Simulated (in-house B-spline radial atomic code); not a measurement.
The numbers below are computed, except where a source is named.
# Mn in an electron gas of r_s = 3: phase shifts, screening, friction and resistivity

A nucleus sits in a uniform electron gas with a rigid positive background. The Kohn-Sham equations are solved self-consistently in the spin-unpolarised LDA (PW92), non-relativistic, on B-splines with outgoing waves at the boundary and partial waves to l = 8. The model has no lattice, no bands and no magnetic solution. Atomic units; δ_l are the phase shifts at the Fermi level, counted so that each bound state adds π, and good to about 0.0005. A narrow, partly filled d or f resonance in a thin gas would split by spin, so such rows rest on a solution that is probably unstable.

The density parameter is r_s = 3 bohr, near that of the valence electrons of Ag (1 per atom, density 10.5 g/cm³, mass 107.87 u, which gives r_s = 3.02).

| l | δ_l (rad) |
| --- | --- |
| 0 | 9.5168 |
| 1 | 6.3798 |
| 2 | 2.1569 |
| 3 | -0.0223 |
| 4 | -0.0021 |
| 5 | -0.0005 |
| 6 | -0.0003 |
| 7 | -0.0004 |
| 8 | -0.0003 |

Bound levels below the band bottom (hartree): s -233.2, s -26.33, p -22.53, s -2.564, p -1.484.

(1) Check the Friedel sum rule, and say where the screening charge sits.

(2) Find the transport cross section and the electronic stopping of a 10 keV Mn ion (mass 54.94 u).

(3) What residual resistivity would 1 atomic per cent of such centres give in Ag?

(4) On a substitutional site the background of one host ion, a sphere holding 1 charge, is taken out. The phase shifts for l = 0 to 4 become 9.3444, 6.2445, 1.9646, -0.0259, -0.0027. What follows?

Results:

(1) k_F = (9π/4)^(1/3)/r_s = 0.63972. The rule is Z = (2/π) Σ (2l + 1) δ_l. The terms are s 6.059, p 12.185, d 6.866, f -0.099 and -0.025 beyond, in all 24.984 against Z = 25. Bound states hold 6 s, 12 p, 0 d electrons, so the scattering states carry 6.98 in all.

(2) σ_tr = (4π/k_F²) Σ (l + 1) sin²(δ_l − δ_(l+1)). The terms for l = 0 to 3 are 0.0000, 1.5579, 2.0200, 0.0016, all together 3.5795, so σ_tr = 30.707 × 3.5795 = 109.914 bohr². With n = 3/(4π r_s³) = 0.008842, the friction coefficient is Q = n k_F σ_tr = 0.6217. For v well below v_F = 0.640, dE/dx = Q v; with 24801 eV per u at v = 1, v = √(10000/(24801 × 54.94)) = 0.0857, so dE/dx = 0.05326 hartree/bohr = 27.4 eV/nm. The largest term couples the d and f waves.

(3) Δρ = k_F n_i σ_tr/n in atomic units of 21.74 μΩ·cm. With one host atom per 1 electron, n_i/n = 0.01/1, so Δρ = 0.6397 × 0.01000 × 109.914 × 21.74 = 15.29 μΩ·cm. This is an atom added to the gas, as on an interstitial site.

(4) The Friedel sum is now 23.99, for Z − 1 = 24. The sum in σ_tr is 4.1544, so σ_tr = 127.57 bohr² and Δρ = 17.74 μΩ·cm per atomic per cent, 1.16 times the value above. A real host ion scatters too, so this model doesn't give zero even for the host's own atom.
